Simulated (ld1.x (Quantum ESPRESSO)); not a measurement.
Configuration tests for W (TM)

W (Z = 74), norm-conserving Troullier–Martins (Kleinman–Bylander form), made with ld1.x (Quantum ESPRESSO) 7.5 (PBE, scalar-relativistic). Core [Xe] 4f14, reference 5d4 6s1.75 6p0 (charge +0.25). Waves: 6s (bound): rc 2.85 bohr; 6p (bound, empty): rc 2.65 bohr; 5d (bound): rc 1.80 bohr. Local part: all-electron potential smoothed inside 2.55 bohr (lloc = -2). Core correction: none.

Energies are relative to the spin-unpolarised reference configuration 5d4 6s1.75 6p0; without spin polarisation the order of configurations can differ from experiment.

```tsv
valence configuration	charge	ΔE all-electron (eV)	error AE − PS (meV)
5d4 6s2 6p0	0	-1.620	+0.9
5d4 6s1 6p0	+1	7.263	+3.5
5d4 6s0 6p0	+2	22.943	+66
5d2 6s0 6p0	+4	85.536	+137
5d3 6s0 6p0	+3	48.325	+107
5d4 6s0 6p1	+1	12.716	+27
```

(1) What are ΔE and the potential's error for 5d4 6s0 6p2?

Levels in the configuration 5d4 6s0 6p1:

| level | all-electron (eV) | pseudo (eV) |
| --- | --- | --- |
| 5d | -12.995 | -12.962 |
| 6p | -7.547 | -7.526 |

## Answers

(1) ΔE = 7.640 eV all-electron; the error (AE − PS) is +17 meV.
